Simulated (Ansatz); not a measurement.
Program: Ansatz. Geometries: PBE0-D4/def2-TZVP. ΔE: electronic, gas phase. CCSD(T)/CBS adds triple-zeta CCSD(T) − MP2 to the extrapolated MP2 energy (def2 sets, frozen cores). Functionals use def2-TZVPP. B3LYP here is the variant with VWN-RPA as its local correlation; programs differ in this. For Br outer-core shells are correlated without core-valence functions, which leaves a few kJ/mol of doubt a bond. Scalar relativity is left out up to krypton. Each species was taken in one conformer, which may not be the lowest.

Consider the ligand exchange at the Si–O bond: `FCO[SiH2]Br` + HBr → `Br[SiH2]Br` + `OCF`.

(1) Is it downhill or uphill in electronic energy at CCSD(T)/CBS, and by how much? (An estimate is asked.)

(2) What do these levels give: PBE0-D4, B3LYP-D4, B2PLYP, B3LYP, MP2/def2-TZVPP, CCSD/def2-TZVPP? (An estimate is asked.)

Largest T1 diagnostic among the species: 0.011.

Results:

(1) The calculation gave: Nearly level: ΔE = +2.3 kJ/mol.

(2) Computed: PBE0-D4 -5.2, B3LYP-D4 6.4, B2PLYP 4.9, B3LYP 3.2, MP2/def2-TZVPP 3.7, CCSD/def2-TZVPP 8.3 kJ/mol.

The D4 term adds +3.1 kJ/mol with B3LYP and +2.0 kJ/mol with PBE0; it sums over pairs of atoms, weighted by their polarisabilities, and B3LYP, whose exchange is more repulsive, gets the larger term.
